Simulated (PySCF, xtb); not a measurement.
1,1-difluorobuta-1,2-diene (C4H4F2), SMILES C(=C=C(F)F)C.

Harmonic wavenumbers (cm⁻¹) from GFN2-xTB run with xtb 6.7.1 at its own minimum, in rising order: 113, 124, 148, 249, 407, 435, 496, 544, 758, 808, 993, 1018, 1096, 1107, 1221, 1386, 1451, 1463, 1494, 2093, 3013, 3017, 3024, 3062.

Problem. What does PBE0-D3(BJ)/def2-SVP in PySCF give at its own minimum? (The exact figures need the calculation; the answer reports its results.)

Solution. 123, 130, 169, 271, 447, 542, 594, 619, 786, 838, 991, 1048, 1114, 1267, 1316, 1380, 1442, 1449, 1552, 2151, 3053, 3125, 3134, 3183. Paired by order, the mean absolute difference is 53 cm⁻¹ and the zero-point energies are 42.2 and 43.9 kcal/mol.
